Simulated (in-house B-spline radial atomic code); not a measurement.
Configurations of the holmium ion Ho⁵⁺, with energies counted from [Kr] 4d10 4f9 5s2 5p5. Method: scalar-relativistic (X2C) BHandHLYP, spin-polarised, spherical fractional occupations, Fermi nucleus of rms radius 5.2022 fm. Calculated with an all-electron radial atomic-structure program (B-spline basis). Shells without spins written out take the highest spin.

Caution: exact exchange at fractional occupations of open shells leaves self-interaction of up to several eV.

Occupations are held fixed; configurations that lie above the ionisation limit could autoionise.

```tsv
configuration	E - E(ref) (eV)	highest orbital	its <r> (bohr)
[Xe] 4f(2 up, 6 down)	-3.8661	4f up	0.7344
[Kr] 4d10 4f8 5s2 5p5 6s1	24.352	6s up	2.523
[Kr] 4d10 4f8 5s2 5p5 6p1	33.952	6p up	2.895
[Kr] 4d10 4f8 5s2 5p5 6d1	45.214	6d up	3.636
[Kr] 4d10 4f9 5s2 5p4 6p1	50.747	6p up	2.92
[Kr] 4d10 4f9 5s2 5p4 6f1	72.184	6f up	5.233
[Kr] 4d9 4f10 5s2 5p5	171.96	4f down	0.7533
[Kr] 4d(4 up, 5 down) 4f(4 up, 5 down) 5s2 5p(2 up, 3 down) 5d(1 up, 0 down)	219.67	5d up	1.777
```

**Question.** Order these further configurations by energy, lowest first.
A. [Kr] 4d10 4f(6 up, 3 down) 5s2 5p(2 up, 3 down)
B. [Kr] 4d10 4f9 5s2 5p4 6d1
C. [Kr] 4d(4 up, 5 down) 4f(5 up, 5 down) 5s2 5p(2 up, 3 down)
D. [Kr] 4d10 4f(4 up, 5 down) 5s2 5p(3 up, 2 down)
E. [Kr] 4d10 4f(7 up, 2 down) 5s2 5p(2 up, 2 down) 6s(1 up, 0 down)

**Answer.** A (15.385 eV), D (22.038 eV), E (47.319 eV), B (61.872 eV), C (190.64 eV).

**Question.** How far above the reference does [Kr] 4d9 4f9 5s2 5p5 6f1 lie?

**Answer.** 230.56 eV; its least bound orbital is 6f up with <r> = 5.175 bohr.

**Question.** How far above the reference does [Kr] 4d10 4f9 5s2 5p4 5d1 lie?

**Answer.** 33.832 eV; its least bound orbital is 5d up with <r> = 1.765 bohr.

**Question.** How far above the reference does [Kr] 4d9 4f9 5s2 5p5 6d1 lie?

**Answer.** 220.1 eV; its least bound orbital is 6d up with <r> = 3.63 bohr.

**Question.** Is the reference the lowest configuration at this level of theory?

**Answer.** No: [Xe] 4f(2 up, 6 down) lies 3.866 eV lower with this functional.
